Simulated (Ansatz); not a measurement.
Born–Oppenheimer molecular dynamics of Cl$_{3}$GeHO (6 atoms, charge 0, multiplicity 1). It starts from a relaxed structure.

Computed with RKS PBE/def2-SVP (Ansatz 0.2.0).

| Quantity | Value |
| --- | --- |
| ensemble | NVT, Langevin thermostat |
| time step | 0.5 fs |
| steps asked | 100 |
| set temperature | 50 K |
| friction | 0.001 /fs |
| seed | 325875 |

First frame:

```xyz
6
Properties=species:S:1:pos:R:3
Ge -0.019 -0.032 -0.019
O 0.039 -0.088 1.751
H -0.864 -0.132 2.126
Cl 2.023 0.009 -0.661
Cl -1.060 1.725 -0.715
Cl -1.027 -1.763 -0.823
```

(1) How far do the bonds stretch over the last three quarters of this one trajectory? (Pairs bonded in most of those frames.)

## Answers

(1) 
```
   bond  mean (Å)  spread (Å)  shortest  longest
 Ge1–O2     1.773       0.002      1.77     1.78
Ge1–Cl4     2.146       0.009      2.13     2.16
Ge1–Cl5     2.154       0.011      2.14     2.17
Ge1–Cl6     2.167       0.009      2.15     2.18
  O2–H3     0.978       0.002      0.97     0.98
```

Mean temperature of the second half: 22 K. The mean temperature of the second half is 56 % below the set value. A run of 0.05 ps of so small a system gives no equilibrium averages.

The run took 3 min on 2 threads of Arm Neoverse V1 (shared host), peak memory 0.16 GiB.
